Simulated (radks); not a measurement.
Values are calculated unless marked as measured or tabulated.
Radial electron density D(r) = 4 pi r^2 rho(r) of an atom or ion with 28 electrons. Level of theory: Dirac Kohn-Sham, PW91, spin-unpolarised, spherical densities, point nucleus (a radial shooting solver on a logarithmic mesh with Libxc functionals).

| r (bohr) | D(r) (e/bohr) |
|---|---|
| 0.002521 | 1.786 |
| 0.002775 | 2.118 |
| 0.00303 | 2.472 |
| 0.003336 | 2.922 |
| 0.003672 | 3.447 |
| 0.004042 | 4.057 |
| 0.004413 | 4.701 |
| 0.004858 | 5.506 |
| 0.005348 | 6.432 |
| 0.005886 | 7.489 |
| 0.006428 | 8.584 |
| 0.007075 | 9.927 |
| 0.007788 | 11.43 |
| 0.008573 | 13.10 |
| 0.009362 | 14.79 |
| 0.01031 | 16.78 |
| 0.01134 | 18.93 |
| 0.01249 | 21.22 |
| 0.01363 | 23.40 |
| 0.01501 | 25.86 |
| 0.01652 | 28.32 |
| 0.01819 | 30.73 |
| 0.02002 | 33.01 |
| 0.02186 | 34.92 |
| 0.02406 | 36.70 |
| 0.02649 | 38.10 |
| 0.02916 | 39.04 |
| 0.03184 | 39.43 |
| 0.03505 | 39.35 |
| 0.03858 | 38.74 |
| 0.04246 | 37.68 |
| 0.04637 | 36.43 |
| 0.05104 | 34.92 |
| 0.05618 | 33.49 |
| 0.06185 | 32.38 |
| 0.06753 | 31.85 |
| 0.07434 | 31.99 |
| 0.08183 | 32.98 |
| 0.09007 | 34.78 |
| 0.09836 | 37.02 |
| 0.1083 | 39.78 |
| 0.1192 | 42.47 |
| 0.1312 | 44.58 |
| 0.1433 | 45.61 |
| 0.1577 | 45.40 |
| 0.1736 | 43.68 |
| 0.1911 | 40.57 |
| 0.2086 | 36.83 |
| 0.2297 | 32.36 |
| 0.2528 | 28.19 |
| 0.2783 | 24.98 |
| 0.3063 | 23.18 |
| 0.3345 | 22.89 |
| 0.3682 | 23.83 |
| 0.4053 | 25.55 |
| 0.4461 | 27.35 |
| 0.4872 | 28.48 |
| 0.5363 | 28.66 |
| 0.5903 | 27.53 |
| 0.6498 | 25.17 |
| 0.7096 | 22.19 |
| 0.781 | 18.44 |
| 0.8597 | 14.61 |
| 0.9464 | 11.04 |
| 1.033 | 8.204 |
| 1.138 | 5.687 |
| 1.252 | 3.771 |
| 1.378 | 2.392 |
| 1.505 | 1.513 |
| 1.657 | 0.8759 |
| 1.824 | 0.4810 |
| 2.007 | 0.2491 |
| 2.192 | 0.1284 |
| 2.413 | 0.05743 |
| 2.656 | 0.02308 |

What is the nuclear charge?

Answer. Z = 32. The innermost maximum, from 1s, lies near gamma/Z bohr with gamma = sqrt(1 - (Z/c)^2) = 0.972, here 0.0304 bohr (found: 0.0329), and its height grows with Z. The density is that of the germanium ion Ge4+ in [Ar] 3d10; the configuration itself is not fixed sharply by these data, and Z only to about a unit. D(r) has 3 maxima, at r = 0.0329, 0.148, 0.519 bohr, and minima at 0.0697, 0.327 bohr, inside which lie 2.10, 10.99 electrons.
